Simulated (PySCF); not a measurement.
Record of a relaxation.

C₇H₁₀NP.
Bonds: C1–C2, C2–C3, C2–C4, C4–N5 (aromatic), N5–C6 (aromatic), C6–C7 (aromatic), C7–C8 (aromatic), C8–P9 (aromatic), C4–P9 (aromatic). Hydrogens: H10, H11, H12 on C1; H13 on C2; H14, H15, H16 on C3; H17 on C6; H18 on C7; H19 on C8.

Computed by this run: PBE0-D3(BJ)/def2-SVP geometry optimisation, gas phase in PySCF; density fitting, grid level 1; the optimiser is geomeTRIC in internal coordinates, started from a GFN2-xTB structure with every atom displaced at random (about 0.01 Å). The frame can shift and turn from step to step; on so coarse a grid that alone can change the energy by a few meV, and forces under 0.02 eV/Å are noise.

Step 0: E = -18177.4476 eV, largest atomic force 2.330 eV/Å
```
atom  x, y, z in Å  |  force x, y, z in eV/Å
C1     -1.838    0.690   -1.072   -1.284   1.625   0.733
C2     -1.396    0.238    0.298    0.660  -0.271   0.117
C3     -1.932   -1.167    0.583    1.353   0.410   0.616
C4      0.152    0.249    0.350   -1.948   0.696   1.072
N5      0.726   -0.540   -0.518    0.197  -0.295  -0.415
C6      2.037   -0.631   -0.582    0.515  -0.090  -0.035
C7      2.958    0.043    0.220   -1.071   0.195   0.027
C8      2.552    0.930    1.194   -1.226  -0.012   0.156
P9      0.875    1.294    1.573    0.556  -0.331  -0.480
H10    -1.474    0.046   -1.832    0.544  -0.887  -1.030
H11    -2.954    0.717   -1.117    0.468  -0.067  -0.081
H12    -1.490    1.723   -1.270   -0.022  -0.218  -0.091
H13    -1.795    0.943    1.056    0.198  -0.132  -0.078
H14    -1.602   -1.492    1.583   -0.053  -0.113  -0.027
H15    -1.531   -1.868   -0.152    0.004  -0.199  -0.193
H16    -2.999   -1.165    0.569   -1.203  -0.095  -0.118
H17     2.400   -1.309   -1.343    0.330  -0.347  -0.363
H18     3.996   -0.117    0.071    1.209  -0.285  -0.265
H19     3.286    1.423    1.798    0.772   0.417   0.454
```

Step 1: E = -18177.6177 eV, largest atomic force 0.432 eV/Å
```
atom  x, y, z in Å  |  force x, y, z in eV/Å
C1     -1.900    0.404   -0.870    0.178  -0.305  -0.249
C2     -1.415   -0.084    0.492    0.052  -0.001   0.035
C3     -1.981   -1.459    0.838   -0.264  -0.018  -0.065
C4      0.101   -0.126    0.537    0.168   0.012  -0.133
N5      0.692   -0.939   -0.335   -0.084   0.068   0.083
C6      2.012   -1.068   -0.406   -0.089  -0.039  -0.049
C7      2.943   -0.409    0.398    0.271  -0.014   0.014
C8      2.554    0.487    1.383    0.088   0.102   0.024
P9      0.901    0.908    1.714   -0.052   0.002   0.110
H10    -1.521   -0.268   -1.667   -0.097   0.173   0.209
H11    -2.997    0.406   -0.915   -0.081   0.028   0.006
H12    -1.539    1.418   -1.086    0.015   0.078   0.001
H13    -1.747    0.638    1.259    0.006  -0.024   0.011
H14    -1.665   -1.784    1.840    0.034  -0.009   0.040
H15    -1.625   -2.203    0.108   -0.009   0.005   0.021
H16    -3.088   -1.446    0.818    0.206   0.000  -0.013
H17     2.379   -1.760   -1.175   -0.015   0.001   0.018
H18     4.012   -0.610    0.233   -0.212   0.014   0.029
H19     3.334    0.978    1.985   -0.116  -0.074  -0.092
```

Step 2: E = -18177.6220 eV, largest atomic force 0.161 eV/Å
```
atom  x, y, z in Å  |  force x, y, z in eV/Å
C1     -1.885    0.404   -0.870    0.015  -0.041  -0.060
C2     -1.412   -0.083    0.498   -0.034   0.070   0.097
C3     -1.973   -1.464    0.832   -0.048  -0.003   0.001
C4      0.103   -0.109    0.553   -0.103  -0.079  -0.095
N5      0.674   -0.929   -0.323    0.130   0.011   0.015
C6      1.991   -1.073   -0.403   -0.001   0.023   0.021
C7      2.930   -0.410    0.391    0.029  -0.001  -0.006
C8      2.551    0.496    1.373    0.041  -0.001   0.010
P9      0.904    0.914    1.738   -0.012  -0.036  -0.046
H10    -1.495   -0.260   -1.659   -0.014   0.023   0.040
H11    -2.984    0.402   -0.926    0.005   0.021   0.008
H12    -1.528    1.424   -1.078   -0.010   0.006   0.006
H13    -1.757    0.633    1.265   -0.028  -0.005   0.002
H14    -1.664   -1.789    1.837    0.007  -0.001  -0.001
H15    -1.605   -2.204    0.105    0.006   0.004   0.005
H16    -3.074   -1.457    0.799    0.025   0.008  -0.003
H17     2.345   -1.777   -1.166    0.003  -0.001   0.005
H18     3.991   -0.621    0.223   -0.016   0.007   0.005
H19     3.336    0.984    1.962    0.005  -0.004  -0.005
```

Step 3: E = -18177.6230 eV, largest atomic force 0.143 eV/Å
```
atom  x, y, z in Å  |  force x, y, z in eV/Å
C1     -1.891    0.406   -0.867   -0.038   0.058   0.029
C2     -1.413   -0.086    0.497    0.013  -0.029  -0.021
C3     -1.985   -1.463    0.832    0.051   0.000   0.015
C4      0.103   -0.124    0.539    0.019   0.011   0.052
N5      0.690   -0.939   -0.330   -0.050   0.013   0.006
C6      2.008   -1.075   -0.400    0.033  -0.037  -0.040
C7      2.945   -0.407    0.392   -0.141   0.023   0.009
C8      2.553    0.498    1.368    0.003  -0.014   0.020
P9      0.900    0.899    1.728    0.024   0.017  -0.018
H10    -1.514   -0.257   -1.657    0.021  -0.040  -0.045
H11    -2.992    0.418   -0.915    0.027   0.009   0.003
H12    -1.526    1.425   -1.075   -0.011  -0.021   0.005
H13    -1.749    0.630    1.268    0.006  -0.002  -0.004
H14    -1.671   -1.792    1.835   -0.004   0.002  -0.015
H15    -1.628   -2.205    0.103    0.008  -0.006  -0.003
H16    -3.084   -1.445    0.805   -0.047   0.004  -0.001
H17     2.368   -1.781   -1.158    0.006  -0.007  -0.010
H18     4.006   -0.613    0.229    0.048  -0.004  -0.012
H19     3.330    0.993    1.959    0.033   0.026   0.031
```

Step 4: E = -18177.6235 eV, largest atomic force 0.096 eV/Å
```
atom  x, y, z in Å  |  force x, y, z in eV/Å
C1     -1.889    0.406   -0.867    0.001   0.001  -0.002
C2     -1.413   -0.086    0.498    0.009  -0.009  -0.004
C3     -1.984   -1.462    0.833    0.003   0.000  -0.002
C4      0.103   -0.124    0.542    0.030   0.004  -0.001
N5      0.687   -0.939   -0.329   -0.044  -0.014  -0.013
C6      2.004   -1.077   -0.404   -0.035   0.049   0.055
C7      2.936   -0.407    0.392    0.093  -0.019  -0.015
C8      2.555    0.498    1.373   -0.063  -0.026  -0.032
P9      0.902    0.903    1.727   -0.010   0.021   0.022
H10    -1.511   -0.259   -1.658    0.001  -0.004  -0.003
H11    -2.988    0.419   -0.916   -0.001   0.005   0.002
H12    -1.524    1.424   -1.075    0.001   0.000   0.001
H13    -1.749    0.631    1.267    0.003  -0.002   0.000
H14    -1.672   -1.791    1.836    0.000   0.000  -0.001
H15    -1.625   -2.205    0.104    0.002  -0.001   0.000
H16    -3.084   -1.445    0.804   -0.004   0.000  -0.001
H17     2.366   -1.781   -1.164   -0.001   0.006   0.005
H18     3.998   -0.612    0.226    0.016  -0.003  -0.004
H19     3.336    0.991    1.963   -0.001  -0.008  -0.008
```

Step 5: E = -18177.6239 eV, largest atomic force 0.041 eV/Å
```
atom  x, y, z in Å  |  force x, y, z in eV/Å
C1     -1.887    0.407   -0.867    0.018  -0.028  -0.021
C2     -1.413   -0.085    0.499   -0.004   0.015   0.019
C3     -1.982   -1.463    0.832   -0.024  -0.001  -0.009
C4      0.102   -0.121    0.547   -0.019   0.001  -0.024
N5      0.682   -0.937   -0.326    0.038   0.004   0.014
C6      2.000   -1.074   -0.402    0.014  -0.023  -0.024
C7      2.938   -0.409    0.390   -0.002   0.002   0.005
C8      2.554    0.495    1.371    0.026   0.019   0.009
P9      0.904    0.907    1.729   -0.002  -0.012   0.001
H10    -1.507   -0.259   -1.658   -0.011   0.016   0.022
H11    -2.986    0.419   -0.918   -0.012   0.004   0.002
H12    -1.522    1.424   -1.075    0.005   0.010  -0.001
H13    -1.752    0.631    1.268   -0.007  -0.002   0.003
H14    -1.672   -1.791    1.836    0.002  -0.001   0.006
H15    -1.620   -2.204    0.105   -0.001   0.003   0.003
H16    -3.083   -1.448    0.801    0.021  -0.001  -0.001
H17     2.358   -1.778   -1.163   -0.001  -0.001  -0.001
H18     4.000   -0.616    0.222   -0.027   0.002   0.004
H19     3.337    0.986    1.961   -0.013  -0.007  -0.008
```

Step 6: E = -18177.6240 eV, largest atomic force under 0.02 eV/Å
```
atom  x, y, z in Å  |  force x, y, z in eV/Å
C1     -1.888    0.408   -0.866   -0.003   0.005   0.002
C2     -1.413   -0.085    0.499    0.001  -0.003  -0.001
C3     -1.984   -1.462    0.832    0.004   0.000  -0.001
C4      0.103   -0.123    0.544    0.000  -0.001   0.001
N5      0.685   -0.939   -0.326   -0.004  -0.002   0.000
C6      2.002   -1.077   -0.402   -0.001   0.003   0.002
C7      2.939   -0.410    0.390   -0.010   0.000  -0.001
C8      2.554    0.496    1.369    0.006   0.001   0.004
P9      0.903    0.904    1.729    0.004  -0.001  -0.005
H10    -1.511   -0.257   -1.657    0.000  -0.003  -0.003
H11    -2.987    0.423   -0.915    0.002   0.003   0.001
H12    -1.521    1.425   -1.073    0.001  -0.002   0.000
H13    -1.750    0.631    1.269   -0.001  -0.002   0.001
H14    -1.673   -1.792    1.835   -0.001   0.000  -0.001
H15    -1.623   -2.204    0.103    0.001   0.000   0.000
H16    -3.084   -1.446    0.801   -0.003   0.000  -0.001
H17     2.361   -1.783   -1.162   -0.001  -0.001  -0.001
H18     4.000   -0.616    0.223    0.003   0.000   0.000
H19     3.335    0.988    1.959    0.003   0.001   0.002
```

Question: Summarise the path.

Answer: The energy falls by 4.07 kcal/mol from step 0 to step 6; nine tenths of that is first reached at step 1. It falls at every step. The largest force goes from 2.330 to under 0.02 eV/Å. Among the bonds C1–H10 changes most, from 1.060 to 1.100 Å; the atoms move by 0.033 Å rms after alignment.

Question: Follow the three bonds and two angles with the largest change from start to end.

Answer: 
```tsv
step	E above end (kcal/mol)	largest force (eV/Å)	C1–H10 (Å)	C3–H16 (Å)	C7–H18 (Å)	N5–C4–P9 (°)	H15–C3–H16 (°)
0	4.07	2.330	1.060	1.067	1.061	129.7	111.0
1	0.15	0.432	1.110	1.107	1.100	126.5	108.6
2	0.05	0.161	1.102	1.102	1.095	127.3	108.5
3	0.02	0.143	1.099	1.099	1.093	126.8	108.6
4	0.01	0.096	1.100	1.101	1.094	126.9	108.6
5	0.00	0.041	1.101	1.101	1.095	127.0	108.6
6	0.00	under 0.02	1.100	1.101	1.094	126.9	108.6
```

What follows is the cost of the whole optimisation. Hardware: an Arm Neoverse N1 with one thread (shared host). Cost: 3.0 min of wall time, 0.86 GiB resident at most.
